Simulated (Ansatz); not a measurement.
`C=C(Cl)[TeH]` + PH₃ → `P[TeH]` + `C=CCl` at 500 K and 1 bar (ligand exchange at a Te–C bond).

Computed with Ansatz on PBE0-D4/def2-TZVP structures; ΔE is electronic, products minus reactants. CBS: MP2 limit from def2 TZ/QZ plus the TZ coupled-cluster correction, frozen cores. This one scheme is used for every species. Elements past krypton have def2 core potentials. For Te outer-core shells are correlated without core-valence functions, which leaves a few kJ/mol of doubt a bond.

```csv
species,CCSD(T)/CBS energy (Eh),H − E (kJ/mol),S (J/(mol·K))
`C=C(Cl)[TeH]`,-805.37257,139.2,375.7
PH₃,-342.72256,81.5,231.4
`P[TeH]`,-610.46278,90.9,324.3
`C=CCl`,-537.65823,136.9,295.8
```

H − E and S are ideal-gas, rigid-rotor, harmonic terms from PBE0-D4/def2-TZVP, for one conformer and one mirror image of each species. 1 Eh = 2625.50 kJ/mol, R = 8.31446 J/(mol·K).

**Question.** By hand: ΔE, ΔH, ΔS and ΔG.

**Answer.** ΔE = (-610.46278) + (-537.65823) − (-805.37257) − (-342.72256) = -0.02588 Eh = -67.9 kJ/mol. Δ(H − E) = 90.9 + 136.9 − 139.2 − 81.5 = 7.1, so ΔH = -60.8 kJ/mol. ΔS = 324.3 + 295.8 − 375.7 − 231.4 = 13.0 J/(mol·K). ΔG = -60.8 − 500 × (13.0)/1000 = -67.3 kJ/mol.

**Question.** By hand: the equilibrium constant, and the temperature at which ΔG would vanish if ΔH and ΔS stayed fixed.

**Answer.** log₁₀ K = −ΔG/(RT ln 10) = 7.0. ΔH and −TΔS have one sign here, so there is no such temperature.

The number of gas molecules stays the same, so ΔS is small and ΔH decides. A doubt of 5 kJ/mol in ΔE shifts log₁₀ K by 0.5 here. Other conformers and mirror images would add mixing entropy, several J/(mol·K) or more a flexible species. These are equilibria of isolated gas molecules and say nothing of rates. Largest T1 diagnostic: 0.013 (customary marks: 0.02 for closed shells, 0.045 for open ones).
